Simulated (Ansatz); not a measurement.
Reaction (ligand exchange at the Si–O bond): `O[SiH2][SeH]` + H₂S → `S[SiH2][SeH]` + H₂O

Isolated molecules relaxed with PBE0-D4/def2-TZVP in Ansatz; ΔE leaves out vibrations. CCSD(T)/CBS is the MP2 limit (def2-TZVPP, def2-QZVPP) plus CCSD(T) − MP2 in def2-TZVPP, frozen cores. This one scheme is used for every species. Functionals use def2-TZVPP. B3LYP here is the variant with VWN-RPA as its local correlation; programs differ in this. For Se outer-core shells are correlated without core-valence functions, which leaves a few kJ/mol of doubt a bond. Scalar relativity is left out up to krypton. Each species was taken in one conformer, which may not be the lowest.

```csv
level,ΔE (kJ/mol)
B3LYP-D4,37.9
BHLYP,47.0
```

Question: What does CCSD(T)/CBS give? (Best estimate.)

Answer: Ansatz gave: +33.4 kJ/mol. The listed levels differ from it by 4.5, 13.6 kJ/mol.

Question: What do rigid-rotor, harmonic-oscillator terms from PBE0-D4/def2-TZVP frequencies (298.15 K, 1 bar) make of the CCSD(T)/CBS value? (Estimate.)

Answer: Ansatz gave: ΔZPE = +4.8 kJ/mol, ΔH = +39.1 kJ/mol, ΔS = -3 J/(mol·K), ΔG = +40.1 kJ/mol.

Largest T1 diagnostic among the species: 0.010.

In def2-TZVPP, CCSD(T) changes the Hartree–Fock value by −14.1 kJ/mol (the triples alone add −2.7 kJ/mol) and MP2 by −17.5 kJ/mol. From BLYP to BHLYP (50 % exact exchange), in def2-TZVPP and without D4, ΔE moves by +3.6 kJ/mol. At CCSD(T), def2-SVP lies +4.9 kJ/mol from the extrapolated value and def2-TZVPP +4.9 kJ/mol.
